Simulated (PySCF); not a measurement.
Si(H)(Cl)(Br)(vinyl) (C2H4BrClSi), SMILES C=C[SiH](Cl)Br. Atoms are numbered in the order given.

```xyz
9

Si    -0.0964    -0.1882    -0.8311
Cl     0.8374     1.5216    -1.5617
Br     0.6605    -0.6518     1.2243
C     -1.9371     0.1002    -0.7837
C     -2.7026     0.0007     0.3200
H      0.3045    -1.3181    -1.7270
H     -2.4099     0.3764    -1.7455
H     -2.2693    -0.2646     1.2999
H     -3.7904     0.1826     0.2905
```
Charge 0, spin multiplicity 1.

Geometry optimised at PBE-D3(BJ)/def2-SVP. Other conformers were not sampled.

Level of theory: TDA-PBE/def2-SVPD (PySCF 2.14.0).

Vertical excitations. The molecule is in vacuum.

Computed excitation energies, oscillator strengths and character:
```json
[
 {"state": "S1", "energy (eV)": "5.13", "λ (nm)": "242", "f": "0.001", "main pairs": "HOMO−1→LUMO 58 %, HOMO→LUMO 39 %"},
 {"state": "S2", "energy (eV)": "5.23", "λ (nm)": "237", "f": "0.007", "main pairs": "HOMO−2→LUMO 45 %, HOMO−1→LUMO 27 %, HOMO→LUMO 25 %"},
 {"state": "S3", "energy (eV)": "5.64", "λ (nm)": "220", "f": "0.006", "main pairs": "HOMO−3→LUMO 94 %"},
 {"state": "S4", "energy (eV)": "5.89", "λ (nm)": "211", "f": "0.017", "main pairs": "HOMO−4→LUMO 88 %"},
 {"state": "S5", "energy (eV)": "6.11", "λ (nm)": "203", "f": "0.010", "main pairs": "HOMO→LUMO+1 54 %, HOMO−1→LUMO+1 15 %, HOMO−2→LUMO+1 13 %"},
 {"state": "S6", "energy (eV)": "6.33", "λ (nm)": "196", "f": "0.016", "main pairs": "HOMO−1→LUMO+1 71 %, HOMO→LUMO+1 24 %"},
 {"state": "S7", "energy (eV)": "6.49", "λ (nm)": "191", "f": "0.043", "main pairs": "HOMO−2→LUMO+1 77 %, HOMO→LUMO+1 13 %"},
 {"state": "S8", "energy (eV)": "6.67", "λ (nm)": "186", "f": "0.054", "main pairs": "HOMO−3→LUMO+1 39 %, HOMO−5→LUMO 21 %, HOMO→LUMO+2 14 %"},
 {"state": "S9", "energy (eV)": "6.69", "λ (nm)": "185", "f": "0.000", "main pairs": "HOMO−5→LUMO 65 %, HOMO−3→LUMO+1 29 %"},
 {"state": "S10", "energy (eV)": "6.71", "λ (nm)": "185", "f": "0.051", "main pairs": "HOMO→LUMO+2 31 %, HOMO−3→LUMO+1 30 %, HOMO−1→LUMO+2 8 %, HOMO−5→LUMO 7 %"},
 {"state": "T1", "energy (eV)": "4.17", "λ (nm)": "297", "f": "0", "main pairs": "HOMO→LUMO 47 %, HOMO−2→LUMO 31 %, HOMO−1→LUMO 15 %"},
 {"state": "T2", "energy (eV)": "5.00", "λ (nm)": "248", "f": "0", "main pairs": "HOMO−1→LUMO 69 %, HOMO→LUMO 28 %"},
 {"state": "T3", "energy (eV)": "5.15", "λ (nm)": "241", "f": "0", "main pairs": "HOMO−2→LUMO 65 %, HOMO→LUMO 23 %, HOMO−1→LUMO 12 %"},
 {"state": "T4", "energy (eV)": "5.44", "λ (nm)": "228", "f": "0", "main pairs": "HOMO−3→LUMO 93 %"}
]
```
Triplets are in the Tamm–Dancoff approximation.
